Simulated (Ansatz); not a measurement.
Results of the Gaussian-basis code of Ansatz.

Basis-set series for `C[S][Ge][NH2]`. Charge 0, multiplicity 1. The structure was optimised at the PBE0-D4/def2-TZVP level. It is one conformer, not always the lowest.

Z-matrix (Å, degrees):
```
C
S 1 1.808
H 1 1.091 2 111.2
H 1 1.091 2 111.2 3 123.1
H 1 1.090 2 107.3 3 -118.5
Ge 2 2.246 1 107.7 3 -61.5
N 6 1.822 2 99.7 1 0.1
H 7 1.007 6 127.7 2 0.1
H 7 1.007 6 119.9 2 -179.9
```

```csv
functional,basis,functions,energy (Eh),HOMO (eV),LUMO (eV)
PBE0-D4,def2-SVP,103,-2570.13558,-6.71,-1.17
PBE0-D4,def2-QZVPP,423,-2570.71289,-6.86,-1.41
ωB97M-V,def2-SVP,103,-2570.45761,-8.80,0.77
ωB97M-V,def2-QZVPP,423,-2571.03664,-8.95,0.41
```

Task: Give the rows for def2-TZVPP. (Estimate.)

Result: The calculation gave: 
```json
{"functional": "PBE0-D4", "basis": "def2-TZVPP", "functions": "222", "energy (Eh)": "-2570.65000", "HOMO (eV)": "-6.81", "LUMO (eV)": "-1.32"}
{"functional": "ωB97M-V", "basis": "def2-TZVPP", "functions": "222", "energy (Eh)": "-2570.97562", "HOMO (eV)": "-8.89", "LUMO (eV)": "0.58"}
```

Positive LUMOs are unbound and depend on the basis. Scalar relativity is left out up to krypton.
